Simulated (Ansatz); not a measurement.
The cluster Hg3S2. Total charge 0; triplet. Geometry B3LYP-D4/def2-SVP; atoms count from 1.

Cartesian coordinates in Å:
```
Hg 0.4893 -3.4366 -2.6992
Hg 0.8672 3.0687 1.2659
Hg -1.9729 1.0031 2.3609
S 1.0430 0.2245 -0.7721
S -0.4265 -0.8597 -0.1554
```

In the def2 sets Hg takes a core potential; there is no spin–orbit coupling. In the triplet geometry the species has come apart into loosely held pieces. Another isomer (singlet) lies 0.16 eV lower at PBE0-D4/def2-TZVP.

(1) Estimate the Mulliken populations from the PBE0/def2-TZVP orbitals of Ansatz.

(2) Where does the spin sit?

(3) And the Mayer bond orders between bonded heavy atoms (over 0.3)?

Results:

(1) 
| atom | charge (e) | spin (α − β) | d electrons |
| --- | --- | --- | --- |
| Hg1 | -0.01 | 0.01 | 10.00 |
| Hg2 | 0.00 | 0.03 | 10.00 |
| Hg3 | 0.01 | 0.04 | 10.00 |
| S4 | 0.00 | 0.97 | – |
| S5 | 0.00 | 0.96 | – |
Mulliken values and Mayer orders depend strongly on the basis.

(2) Summed by element: Hg 0.07, S 1.93, of 2 unpaired in all. Largest on single atoms: S4 0.97, S5 0.96, Hg3 0.04.

(3) S4–S5 2.00 (1.93 Å).
